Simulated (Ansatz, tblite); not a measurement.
Removing and adding an electron: (NaSH)2 ring (Na2H2S2). Charge 0, multiplicity 1. Geometry: PBE0-D4/def2-SVP. Ansatz, gas phase; energy differences of separate SCF runs; the oxidised species was run as a doublet alone; the reduced species was run as a doublet alone.

Cartesian coordinates in Å:
```
Na 0.935 0.898 -0.943
S 0.681 1.071 1.694
Na -0.936 -0.895 0.944
S -0.681 -1.071 -1.693
H 1.751 0.320 2.041
H -1.750 -0.322 -2.042
```

The xTB rows come from tblite.

Problem. Estimate orbital energies and vertical ionisation energies and electron affinities at: GFN1-xTB; GFN2-xTB; PBE-D4/def2-TZVP; PBE-D4/def2-TZVPD; r2SCAN-D4/def2-TZVP; r2SCAN-D4/def2-TZVPD; PBE0-D4/def2-TZVP; PBE0-D4/def2-TZVPD.

Solution. 
```
               level  −HOMO (eV)  vertical IE (eV)  −LUMO (eV)  vertical EA (eV)  HOMO–LUMO gap (eV)  IE − EA (eV)                       remarks
            GFN1-xTB        8.58             11.42        4.72              2.61                3.86          8.82                             –
            GFN2-xTB        9.30             12.11        7.63              4.58                1.67          7.53                             –
    PBE-D4/def2-TZVP        4.85              7.58        1.55                 –                3.30             –                             –
   PBE-D4/def2-TZVPD        4.90                 –        1.57              0.39                3.34             –  HOMO above zero (-1 doublet)
 r2SCAN-D4/def2-TZVP        5.04              7.66        0.96                 –                4.08             –                             –
r2SCAN-D4/def2-TZVPD        5.07                 –        0.97              0.26                4.10             –  HOMO above zero (-1 doublet)
   PBE0-D4/def2-TZVP        5.97              7.84        1.00                 –                4.97             –                             –
  PBE0-D4/def2-TZVPD        6.00                 –        1.01              0.28                4.99             –  HOMO above zero (-1 doublet)
```

   A HOMO above zero means that the electron is unbound at that level or that self-interaction error raises the level; the energy of removing that electron tells which. Raw xTB energy differences between charge states are shifted by several eV; the methods need an empirical correction for them.
